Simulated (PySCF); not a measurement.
Compound: SiEtF3, C2H5F3Si.
SMILES: `CC[Si](F)(F)F`

The closed-shell ground state was solved at several levels (PySCF, density fitting, gas phase, non-relativistic). Isolated species at its PBE0-D3(BJ)/def2-SVP geometry, gas phase.

```json
{"level": "B3LYP/def2-SVPD", "basis functions": "173", "HOMO (eV)": "-9.49", "LUMO (eV)": "-0.16", "gap (eV)": "9.33", "dipole (D)": "2.85"}
{"level": "KT2/pcSseg-1", "basis functions": "134", "HOMO (eV)": "-8.31", "LUMO (eV)": "-0.25", "gap (eV)": "8.06", "dipole (D)": "2.68"}
```

(1) Estimate the row for PBE0/pcSseg-1, a basis of 134 functions; the other rows only guide the guess.

(2) Over all these levels, which gives the widest orbital gap and which the narrowest?

(3) How far do the dipole and the HOMO energy spread over the levels?

Results:

(1) HOMO -9.68 eV, LUMO 0.82 eV, gap 10.50 eV, dipole 2.78 D.

(2) PBE0/pcSseg-1 (global hybrid, 25 % exact exchange) has the widest, 10.50 eV, and KT2/pcSseg-1 (GGA) the narrowest, 8.06 eV. The two share the basis. From the narrowest to the widest the HOMO moves by -1.37 eV and the LUMO by +1.07 eV.

(3) The dipole runs from 2.68 to 2.85 D (mean 2.77 D) and the HOMO from -9.68 to -8.31 eV.
